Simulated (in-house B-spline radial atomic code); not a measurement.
**Cr VIII (Cr7+): [Ne] 3s2 3p5**

Level of theory: Dirac-Kohn-Sham relativistic LDA, spherical fractional occupations, Fermi nucleus of rms radius 3.6452 fm; calculated with a radial B-spline atomic code at the basis-set limit.

Screening seen three ways: the hydrogenic charge with the same mean radius, Z_r = [3n² - l(l+1)]/(2<r>), the one with the same energy, Z_e = n√(-2ε), and Slater's rules. Values are occupation-weighted means over j.

```tsv
shell	electrons	ε (eV)	<r> (bohr)	Z_r	Z_e	Slater
1s	2	-5998.5	0.06377	23.52	21.00	23.70
2s	2	-812.83	0.2934	20.45	15.46	19.85
2p	6	-708.42	0.2598	19.25	14.43	19.85
3s	2	-203.3	0.832	16.23	11.60	13.10
3p	5	-173.52	0.8501	14.70	10.71	13.10
```

The least bound orbital is 3p3/2 at -173.1 eV, and it is also the most diffuse (<r> = 0.852 bohr).

Spin-orbit splittings of the orbital energies (j = l + 1/2 above j = l - 1/2 when positive): 2p 8.609 eV, 3p 1.336 eV.

For the 1s electron the small component carries 0.737 % of the norm, the zero-frequency Breit interaction raises the level by 6.439 eV, self-energy by 3.107 eV, and vacuum polarisation lowers it by 0.2532 eV.
